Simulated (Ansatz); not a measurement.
Gas-phase electronic energies from Ansatz, PBE0-D4/def2-TZVP geometries. CCSD(T)/CBS adds triple-zeta CCSD(T) − MP2 to the extrapolated MP2 energy (def2 sets, frozen cores). Functionals use def2-TZVPP. For Ge outer-core shells are correlated without core-valence functions, which leaves a few kJ/mol of doubt a bond. Scalar relativity is left out up to krypton. One conformer a species, not always the lowest.

Consider the formal exchange of groups at a Ge–C bond: `[OH][GeH2][CH2][SiH3]` + `OC(F)(F)Cl` → `[OH][GeH2][OH]` + `FC(F)(Cl)C[SiH3]`.

`[OH][GeH2][CH2][SiH3]`:

Z-matrix (Å, degrees):
```
Ge
C 1 1.955
O 1 1.784 2 109.1
H 1 1.544 2 110.2 3 -120.6
H 1 1.535 2 112.3 3 114.6
Si 2 1.868 1 113.4 3 64.9
H 2 1.094 1 107.4 3 -57.0
H 2 1.095 1 108.7 3 -173.1
H 3 0.960 1 112.6 2 -63.1
H 6 1.488 2 110.0 1 66.4
H 6 1.487 2 112.1 1 -172.5
H 6 1.491 2 110.1 1 -52.2
```

`OC(F)(F)Cl`:

```xyz
6

O     1.089   -0.036    0.203
C    -0.236   -0.095   -0.005
F    -0.544    0.119   -1.296
F    -0.888    0.853    0.689
Cl   -0.820   -1.678    0.480
H     1.400    0.837   -0.071
```

`[OH][GeH2][OH]`:

Cartesian coordinates in Å:
```
O -1.055 -1.064 0.445
Ge 0.346 0.024 0.356
O 0.889 0.217 -1.321
H -1.896 -0.606 0.391
H -0.060 1.396 0.933
H 1.496 -0.687 1.061
H 0.281 0.720 -1.866
```

`FC(F)(Cl)C[SiH3]`:

Z-matrix (Å, degrees):
```
C
F 1 1.344
Cl 1 1.785 2 107.4
F 1 1.344 2 106.8 3 115.0
C 1 1.500 2 111.3 3 -123.4
Si 5 1.896 1 114.7 2 -59.6
H 5 1.092 1 108.2 2 62.4
H 5 1.092 1 108.3 2 178.4
H 6 1.483 5 110.6 1 60.9
H 6 1.485 5 106.6 1 179.8
H 6 1.483 5 110.6 1 -61.3
```

| level | ΔE (kJ/mol) |
| --- | --- |
| PBE0 | -43.6 |
| MP2/def2-TZVPP | -54.5 |
| HF/def2-QZVPP | -55.5 |
| SCS-MP2/def2-QZVPP | -59.2 |

Question: What does CCSD(T)/CBS give? (Best estimate.)

Answer: The calculation gave: -53.2 kJ/mol. The listed levels differ from it by 9.6, -1.3, -2.3, -6.0 kJ/mol.

Largest T1 diagnostic among the species: 0.012.
